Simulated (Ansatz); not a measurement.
Species: sum formula AlN₂H₄Cl, net charge 0, singlet state. 
Structure (B3LYP-D3(BJ)/def2-TZVP (Ansatz, a program for electronic structure) minimum search):
SMILES: [NH2][Al]([NH2])[Cl]
```xyz
8

N      1.5438    -1.2244     0.2724
Al    -0.0016    -0.3959     0.1083
N     -1.5537    -1.1808     0.3852
Cl     0.0067     1.6358    -0.4473
H      1.6689    -2.1895     0.5311
H      2.4347    -0.7815     0.1155
H     -2.4409    -0.7129     0.2931
H     -1.6867    -2.1423     0.6533
```
Charge 0, spin multiplicity 1.

Total electronic energies in hartree. Valence correlation only, unless marked. Spin-orbit coupling is left out. Non-relativistic. CBS marks a two-point X^-3 extrapolation of the correlation energy; Hartree-Fock from the larger set. The bracket is a focal-point correction in the basis named.

| level | program | energy (Eh) |
|---|---|---|
| HF/STO-3G | Ansatz | -803.56722 |
| HF/cc-pV(T+d)Z | Ansatz | -812.89079 |
| BLYP-D4/def2-TZVPD | Ansatz + dftd4 | -814.74604 |
| PBE0/def2-TZVPD | Ansatz | -814.37515 |
| BHLYP-D3(BJ)/def2-TZVPD | Ansatz + dftd3 | -814.71907 |
| HSE06-D4/def2-TZVPD | Ansatz + dftd4 | -814.36021 |
| MP2/cc-pV(T+d)Z | Ansatz | -813.58486 |
| MP2/cc-pwCVTZ | Ansatz | -813.59770 |
| SCS-MP2/STO-3G | Ansatz | -803.68962 |
| CCSD/STO-3G | Ansatz | -803.71122 |
| CCSD(T)/cc-pwCVTZ | Ansatz | -813.65839 |
| CCSD(T)/aug-cc-pV(Q+d)Z | Ansatz | -813.72347 |
| RI-MP2/CBS(cc-pV(T+d)Z,cc-pV(Q+d)Z)+[CCSD(T)-MP2]/cc-pV(D+d)Z | Ansatz | -813.7483 |
| RI-MP2/CBS(aug-cc-pV(T+d)Z,aug-cc-pV(Q+d)Z)+[CCSD(T)-MP2]/aug-cc-pV(Q+d)Z | Ansatz | -813.7584 |
| CCSD(T)/CBS(aug-cc-pV(T+d)Z,aug-cc-pV(Q+d)Z) | Ansatz | -813.7559 |

Totals of different functionals don't rank their quality; only differences between species are comparable.
